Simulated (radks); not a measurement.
Values are calculated unless marked as measured or tabulated.
Problem. Ionisation of the caesium ion Cs2+, [Kr] 4d10 5s2 5p5, to [Kr] 4d10 5s2 5p4 as the strength of local exchange is varied. Level of theory: scalar-relativistic Kohn-Sham, Slater X-alpha exchange (alpha = 2/3 is LDA exchange), no correlation, spin-polarised, spherical densities, finite nucleus; open shells are filled with parallel spins first (spin-orbit coupling, left out, can overturn this in heavy ions); Fermi nuclear charge, rms radius 4.8041 fm (a radial shooting solver on a logarithmic mesh with Libxc functionals).

alpha  E(Cs2+) (hartree)  exchange (hartree)  IE (eV)  -e of the level emptied (eV)  <r> of it (bohr)
0.667         -7774.4020           -180.1776   32.101                   27.085 (5p)             1.999
0.676         -7776.8404           -182.6618   32.228                   27.212 (5p)             1.996
0.709         -7785.7869           -191.7826   32.698                   27.677 (5p)             1.986
0.773         -7803.1649           -209.5254   33.620                   28.592 (5p)             1.967
?             -7758.1648           -163.6523   31.257                   26.250 (5p)             2.018

Which alpha was used in the last row?

Solution. alpha = 0.607. NIST Atomic Spectra Database: 33.195 eV (semi-empirical). The Delta-SCF value meets it near alpha = 0.74. Open shells are spherical and high-spin; term and fine-structure splittings are not resolved. Spin-orbit splitting is averaged out at the scalar-relativistic level.
